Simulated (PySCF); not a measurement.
This script is equivalent to a calculation on P (phosphorus, neutral).

```python
from pyscf import gto, scf, dft, mp, cc
import basis_set_exchange as bse
mol = gto.M(atom="P 0 0 0", charge=0, spin=3, symmetry="D2h",
            basis=gto.basis.parse(bse.get_basis("cc-pVDZ-DK", elements=["P"], fmt="nwchem", header=False)),
            nucmod="G")
mf = scf.UHF(mol).sfx2c1e()
mf.irrep_nelec = {'Ag': (3, 3), 'B1u': (2, 1), 'B2u': (2, 1), 'B3u': (2, 1)}
mf.kernel()
```

Task: What total energy does it give?

Result: -341.52339 hartree (calculated).

Task: Which occupied shell lies highest, and where?

Result: 3p α, at -10.586 eV.

Task: What is ⟨S²⟩, and what would a pure spin state give?

Result: 3.750, against 3.75.
